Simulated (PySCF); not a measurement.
Al(H)(F)(OEt) (C2H6AlFO), SMILES CC[O][AlH][F].

Geometry optimised at B3LYP-D3(BJ)/def2-SVP. The structure was generated by enumeration; whether it is a known compound was not checked. One conformer was computed; it need not be the lowest.

Computed with PBE/def2-TZVP run with PySCF.

Symmetry labels are those of the subgroup Cs that the program uses (full group Cs).

Computed valence orbital energies around the gap with their symmetry:
```tsv
orbital	symmetry	energy (eV)
HOMO−7	A'	-10.43
HOMO−6	A'	-9.36
HOMO−5	A"	-9.34
HOMO−4	A'	-9.25
HOMO−3	A"	-9.07
HOMO−2	A'	-8.30
HOMO−1	A"	-6.83
HOMO	A'	-6.81
LUMO	A"	-1.23
LUMO+1	A'	-0.92
LUMO+2	A'	0.23
LUMO+3	A'	1.15
```
